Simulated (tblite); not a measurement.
Species: C₆H₁₂OS.
Structure used (GFN2-xTB), in Å, numbered top down from 1:
```
atom  x, y, z in Å
O1     1.2178    2.7194   -1.0873
S2     0.6723    1.3599   -1.0699
C3     1.5994    0.4904    0.2842
C4     1.5057   -1.0190    0.1366
C5     0.1266   -1.4997   -0.3204
C6    -1.0428   -0.9575    0.5111
C7    -1.7440    0.2369   -0.1384
C8    -0.9332    1.5182   -0.1497
H9     1.2086    0.8382    1.2381
H10    2.6278    0.8355    0.1890
H11    2.2413   -1.3577   -0.5958
H12    1.7561   -1.4865    1.0929
H13    0.1267   -2.5908   -0.2750
H14   -0.0189   -1.2225   -1.3658
H15   -1.7872   -1.7479    0.6283
H16   -0.6995   -0.6897    1.5118
H17   -2.6769    0.4295    0.3988
H18   -2.0078   -0.0260   -1.1654
H19   -0.7063    1.8753    0.8538
H20   -1.4708    2.3047   -0.6799
```

Computed with GFN2-xTB (tblite): harmonic, unscaled wavenumbers at the GFN2-xTB geometry, gas phase. Errors from tens to a few hundred cm⁻¹ against measured bands are possible. One conformer, not necessarily the lowest.

Harmonic wavenumbers (cm⁻¹): 121.5, 146.9, 183.7, 238.4, 253.5, 325.1, 344.9, 380.9, 469.8, 477.4, 658.6, 685.9, 758.7, 808.7, 834.6, 872.1, 943.3, 947.8, 981.4, 1022.5, 1046.6, 1087.2, 1123.1, 1127.7, 1151.5, 1154.2, 1177.4, 1199.5, 1231.7, 1245.6, 1260.9, 1273.9, 1342.2, 1347.0, 1354.9, 1368.9, 1446.6, 1458.9, 1481.5, 1489.8, 1492.1, 1500.1, 2957.2, 2957.5, 2969.9, 2978.0, 2982.1, 2984.8, 2994.7, 2995.8, 2998.0, 3002.4, 3008.2, 3016.5.

A = 2576, B = 1568, C = 1108 MHz; mass 132.061 u (most abundant isotopes); point group C1, symmetry number 1.

**Question.** What is the zero-point energy?

**Answer.** Half the sum of the wavenumbers: 37831 cm⁻¹ = 108.17 kcal/mol.

**Question.** Give the ideal-gas entropy at 350 K and 1 bar in the rigid-rotor, harmonic-oscillator model (classical rotation).

**Answer.** Translation 41.37, rotation 29.14, vibration 23.83: S = 94.3 cal/(mol K).

**Question.** And Cp and H(350 K) − H(0)?

**Answer.** Cp = 39.84 cal/(mol K), of which vibrations give 31.89 (their classical limit is 54 R = 107.3); H(350 K) − H(0) = 7.74 kcal/mol without the zero-point energy, 4.96 from vibrations.

**Question.** How do the functions run with temperature in this model?

**Answer.** 
```tsv
T (K)	S (cal/(mol K))	Cp (cal/(mol K))	H − H(0) (kcal/mol)	G − H(0) (kcal/mol)	ln q(vib)
150	70.8	19.5	1.89	-8.73	1.18
250	82.9	29.0	4.30	-16.42	2.91
298.15	88.4	34.1	5.82	-20.54	3.83
400	100.0	45.2	9.86	-30.14	5.90
600	121.9	63.0	20.79	-52.36	10.28
900	151.0	80.1	42.47	-93.42	16.97
```

q(vib) and H(0) count from the zero-point level.

**Question.** What must be added to the electronic energy to get the Gibbs energy at 350 K and 1 bar?

**Answer.** ZPE + [H(350 K) − H(0)] − T·S = 108.17 + 7.74 − 33.02 = 82.89 kcal/mol.

**Question.** Blend soft modes into free rotors: weight 1/[1 + (100 cm⁻¹/ν̃)⁴] for the oscillator and the rest for a rotor with moment μB/(μ + B), μ = h/(8π²ν), B = 10⁻⁴⁴ kg m². What vibrational entropy results?

**Answer.** 23.58 cal/(mol K) in place of 23.83, which changes −T·S at 350 K by +0.09 kcal/mol.

Hindered rotation and anharmonicity are outside this model. Other conformers, if any are populated, would add a mixing term that is left out. The structure is chiral; the term R ln 2 for an equal mix with its mirror image is left out.
